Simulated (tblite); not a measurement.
C5H9FS2.
SMILES with atom numbers: `[CH3:1][CH2:2][C@@H:3]1[S:4][CH2:5][S:6][C@H:7]1[F:8]` (hydrogens: H9, H10, H11 on C1; H12, H13 on C2; H14 on C3; H15, H16 on C5; H17 on C7)

Computed with GFN2-xTB (tblite), gas phase: Langevin dynamics at 600 K from the optimised GFN2-xTB geometry, time step 0.5 fs, friction 0.01 fs⁻¹, 2000 steps.

Start geometry:
```
atom  x, y, z in Å
C1     -2.371    0.479    0.047
C2     -1.218   -0.323   -0.542
C3     -0.001   -0.326    0.378
S4      0.648    1.392    0.560
C5      2.259    1.098   -0.236
S6      2.085   -0.289   -1.379
C7      1.109   -1.216   -0.162
F8      1.921   -1.645    0.855
H9     -3.207    0.495   -0.647
H10    -2.057    1.502    0.239
H11    -2.705    0.039    0.984
H12    -1.537   -1.355   -0.708
H13    -0.926    0.102   -1.505
H14    -0.272   -0.667    1.381
H15     3.002    0.852    0.521
H16     2.546    1.988   -0.788
H17     0.717   -2.112   -0.654
```

The statistics below take the 31 frames saved every 25 fs from 250 to 1000 fs; their kinetic temperature (all 3N coordinates) averages 572 K.

Task: Give the mean, spread and extremes of the bond lengths.

Result: 
| bond | start (Å) | mean (Å) | standard deviation (Å) | shortest (Å) | longest (Å) |
| --- | --- | --- | --- | --- | --- |
| C1–C2 | 1.523 | 1.536 | 0.048 | 1.440 | 1.664 |
| C2–C3 | 1.526 | 1.535 | 0.044 | 1.448 | 1.611 |
| C3–S4 | 1.845 | 1.848 | 0.045 | 1.742 | 1.940 |
| S4–C5 | 1.820 | 1.824 | 0.044 | 1.748 | 1.920 |
| C5–S6 | 1.806 | 1.826 | 0.048 | 1.743 | 1.938 |
| S6–C7 | 1.815 | 1.827 | 0.051 | 1.743 | 1.908 |
| C7–F8 | 1.370 | 1.379 | 0.048 | 1.296 | 1.497 |
| C3–C7 | 1.522 | 1.543 | 0.040 | 1.465 | 1.634 |
| C1–H9 | 1.087 | 1.099 | 0.052 | 1.010 | 1.210 |
| C1–H10 | 1.088 | 1.101 | 0.048 | 1.031 | 1.227 |
| C1–H11 | 1.088 | 1.090 | 0.030 | 1.044 | 1.156 |
| C2–H12 | 1.093 | 1.105 | 0.038 | 1.019 | 1.193 |
| C2–H13 | 1.092 | 1.099 | 0.039 | 1.009 | 1.181 |
| C3–H14 | 1.093 | 1.100 | 0.037 | 1.014 | 1.162 |
| C5–H15 | 1.090 | 1.093 | 0.043 | 1.007 | 1.166 |
| C5–H16 | 1.086 | 1.100 | 0.044 | 1.018 | 1.190 |
| C7–H17 | 1.094 | 1.117 | 0.051 | 1.012 | 1.219 |

Task: Give the same statistics for bond angles, one of each kind among heavy atoms.

Result: 
```csv
angle,start (°),mean (°),standard deviation (°),smallest (°),largest (°)
C1–C2–C3,111.8,112.7,4.4,104.6,123.5
C2–C3–S4,109.8,110.9,7.0,98.6,128.4
C2–C3–C7,111.6,112.6,4.7,103.2,122.8
S4–C3–C7,108.8,108.6,3.5,103.2,115.1
C3–S4–C5,96.8,96.9,3.8,89.2,105.5
S4–C5–S6,108.4,108.1,4.4,100.8,117.8
C5–S6–C7,91.1,94.8,4.8,86.3,105.7
S6–C7–F8,109.8,109.3,6.1,98.1,120.9
C3–C7–S6,109.3,111.1,3.9,104.2,119.6
C3–C7–F8,110.6,110.2,4.9,101.6,119.2
```

Task: How far does each atom move about its mean position (frames aligned on the start, all atoms weighted alike), and what rms force does it feel?

Result: 
```
atom  rms displacement (Å)  rms force (eV/Å)
  C1                  0.27              2.73
  C2                  0.20              2.41
  C3                  0.27              2.10
  S4                  0.57              1.34
  C5                  0.30              2.45
  S6                  0.38              1.48
  C7                  0.19              2.27
  F8                  0.39              1.37
  H9                  0.46              1.72
 H10                  0.57              1.54
 H11                  0.54              1.18
 H12                  0.35              1.27
 H13                  0.45              1.43
 H14                  0.41              1.27
 H15                  0.60              1.61
 H16                  0.69              1.52
 H17                  0.25              1.57
```

The displacements run from 0.19 to 0.69 Å, the largest at H16.

Task: Follow the torsion C1–C2–C3–S4 through every second one of these frames.

Result: 
```tsv
t (fs)	C1–C2–C3–S4 (°)
250	-69
300	-69
350	-52
400	-54
450	-83
500	-94
550	-107
600	-97
650	-72
700	-66
750	-47
800	-46
850	-48
900	-55
950	-56
1000	-58
```

Largest departure from the start value over all these frames: C1–C2–C3–S4 47° (start -64°).

The run is classical and short, so these are rough statistics of one trajectory.

What follows is the cost of the whole dynamics run. Time: 23 s wall; peak memory 0.18 GiB. Hardware: one thread of an Arm Neoverse N1 (shared host).
